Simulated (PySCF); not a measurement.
Electron correlation in Fe (iron, neutral)

[Ar] 3d6 4s2, high-spin 5D determinant. Computed with PySCF 2.14 in x2c-TZVPall, with scalar relativity by spin-free X2C-1e. Frozen: [Ar]; 8 electrons correlated.

MP2 pair energies summed by pair of shells (mhartree):

```csv
pair,energy,share (%)
3d-3d,-102.55,69.4
3d-4s,-23.98,16.2
4s-4s,-21.27,14.4
```

Total MP2 correlation energy: -147.80 mhartree.

Same-spin part -69.88 and opposite-spin part -77.92 mhartree; SCS-MP2 scales them by 1/3 and 6/5 to -116.79 mhartree.
